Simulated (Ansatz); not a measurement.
Computed with Ansatz on PBE0-D4/def2-TZVP structures; ΔE is electronic, products minus reactants. CBS: MP2 limit from def2 TZ/QZ plus the TZ coupled-cluster correction, frozen cores. Functionals use def2-TZVPP. Elements past krypton have def2 core potentials. For Te outer-core shells are correlated without core-valence functions, which leaves a few kJ/mol of doubt a bond. One conformer a species, not always the lowest.

`CC[O][Al]([Cl])[Cl]` + `[SiH3][TeH]` → `CC[Te][SiH3]` + `[OH][Al]([Cl])[Cl]`  (substitution at a C–O bond)

| level | ΔE (kcal/mol) |
| --- | --- |
| PBE-D4 | -11.1 |
| PBE0-D4 | -10.6 |
| CAM-B3LYP | -7.5 |
| MP2/def2-SVP | -7.2 |

Question: What does CCSD(T)/CBS give? (An estimate is asked.)

Answer: Computed: -12.8 kcal/mol. The listed levels differ from it by 1.7, 2.2, 5.3, 5.6 kcal/mol.

Largest T1 diagnostic among the species: 0.011.

Leaving LDA and LC-ωPBE aside and taking each functional with its dispersion term where it has one, the values, not all of them listed here, spread over 3.8 kcal/mol, from revPBE-D4 to CAM-B3LYP-D4. LDA lies +1.6 kcal/mol from PBE without D4. At CCSD(T), def2-SVP lies +8.2 kcal/mol from the extrapolated value and def2-TZVPP +1.7 kcal/mol. In def2-TZVPP, CCSD(T) changes the Hartree–Fock value by −5.3 kcal/mol (the triples alone add −0.9 kcal/mol) and MP2 by −8.3 kcal/mol.
